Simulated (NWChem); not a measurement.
System: BAsH$_{3}$F; SMILES FB[AsH2]

```xyz
6

B     -0.5762     1.1728    -0.0019
As     0.0507    -0.7564    -0.0501
H     -0.9545    -1.2210     0.9896
H      1.1976    -0.5742     0.9296
F      0.3016     2.1585    -0.0222
H     -1.7507     1.4650    -0.0566
```
Atoms are numbered in this order, from 1.

Results from NWChem. Geometry: optimised at PBE0/def2-SVP.

For level B3LYP/cc-pVDZ:

```
Item                         Result
---------------------------  ------
highest occupied level (eV)   -7.19
orbital gap (eV)               5.89
```

Task: Estimate the same quantities for level B3LYP/aug-cc-pVTZ.

Result: 
| Property | Value |
|---|---|
| highest occupied level (eV) | -7.36 |
| orbital gap (eV) | 5.77 |
